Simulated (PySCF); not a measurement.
PySCF 2.14 output of an unrestricted TPSS calculation on a single atom or ion in aug-cc-pVQZ, with the non-relativistic Hamiltonian (point nucleus):

```
SCF conv_tol = 1e-09
number electrons alpha = 4  beta = 1
    J. Tao, J. P. Perdew, V. N. Staroverov, and G. E. Scuseria.,  Phys. Rev. Lett. 91, 146401 (2003)
    J. P. Perdew, J. Tao, V. N. Staroverov, and G. E. Scuseria.,  J. Chem. Phys. 120, 6898 (2004)
    J. Tao, J. P. Perdew, V. N. Staroverov, and G. E. Scuseria.,  Phys. Rev. Lett. 91, 146401 (2003)
    J. P. Perdew, J. Tao, V. N. Staroverov, and G. E. Scuseria.,  J. Chem. Phys. 120, 6898 (2004)
cycle= 1 E= -52.7267945720989  delta_E= -0.00146  |g|= 0.0038  |ddm|= 0.251
cycle= 2 E= -52.7267970718118  delta_E= -2.5e-06  |g|= 0.000418  |ddm|= 0.00785
cycle= 3 E= -52.7267971077248  delta_E= -3.59e-08  |g|= 9.2e-05  |ddm|= 0.00145
cycle= 4 E= -52.7267971098255  delta_E= -2.1e-09  |g|= 1.21e-06  |ddm|= 0.000229
cycle= 5 E= -52.7267971098259  delta_E= -4.19e-13  |g|= 6.2e-08  |ddm|= 3.5e-06
converged SCF energy = -52.7267971098259  <S^2> = 3.7500082  2S+1 = 4.0000041
```

The run itself started from symmetry-adapted Hartree-Fock orbitals and held the occupation by maximum overlap, on a logarithmic radial grid, so the iterations belong to that start.

Q: Which element, charge and spin multiplicity is this?

A: N(2+) (nitrogen, charge +2), multiplicity 4; the state was [He] 2s1 2p2, high-spin 4P determinant (an excited configuration).
